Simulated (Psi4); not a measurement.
Psi4 was given this input:
```
memory 2 GB

molecule {
-1 2
  Si    0.24470920    0.27168732    0.12676686
  Cl   -1.09335905   -1.23658447   -0.34820121
  Cl   -1.27515476    1.96775416    0.22818236
  Cl    2.14529555   -0.97049972   -0.07733403
  H     0.36878146    0.26498816    1.58026276
}

set basis 3-21g
set reference uhf

energy('ccsd')
print_variables()
```

What does this run give for the coupled-cluster correlation energy (without the perturbative part), MP2 correlation energy, nuclear repulsion energy, number of basis functions, SCF-reference <S^2>?


```
Quantity                                                                 Result
------------------------------------------------------------------  -----------
coupled-cluster correlation energy (without the perturbative part)   -0.2175 Eh
MP2 correlation energy                                               -0.1930 Eh
nuclear repulsion energy                                            313.7683 Eh
number of basis functions                                                    54
SCF-reference <S^2>                                                       0.756
```

A gas-phase anion may not be bound at this level; its values then depend on the basis.

These values belong to the state on which the SCF converged, which isn't shown to be the lowest.
